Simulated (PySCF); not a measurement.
## Two-component Hartree-Fock for Ar⁶⁺ (argon, charge +6)

Start: [Ne] 3s2. Calculated with PySCF 2.14 in an even-tempered Gaussian basis (20 s from 0.27 bohr⁻², ratio 2.4; 13 p from 0.35 bohr⁻², ratio 2.4; 5 d from 1.6 bohr⁻², ratio 2.6; 5 f from 2.3 bohr⁻², ratio 2.6): generalised Hartree-Fock with the X2C-1e Hamiltonian and a Gaussian nucleus; one run each with spin-orbit coupling (SO) switched off, then screened by Boettger's factors.

```csv
spinor shell,electrons,"ε, spin-free (eV)","ε, screened SO (eV)",weight of nominal j (screened SO),"rms radius, screened SO (bohr)"
1s1/2,2,-3359.5,-3359.5,1.000,0.0991
2s1/2,2,-450.46,-450.46,1.000,0.442
2p1/2,2,-373.18,-374.77,1.000,0.412
3s1/2,2,-122.46,-122.46,1.000,1.27
```

Q: Where does 2p3/2 lie, and what is the 2p spin-orbit splitting (screened SO)?

A: At -372.39 eV, 2.380 eV above 2p1/2.

```
   quantity   spin-free  screened SO
E (hartree)  -517.49327   -517.49487
        M_J           0            0
       ⟨J²⟩       0.000        0.000
       ⟨L²⟩       0.000        0.000
       ⟨S²⟩       0.000        0.000
```

Without spin-orbit coupling the j labels of p, d and f shells carry no meaning; the spin-free column gives the mean over the occupied spinors of each nl shell.
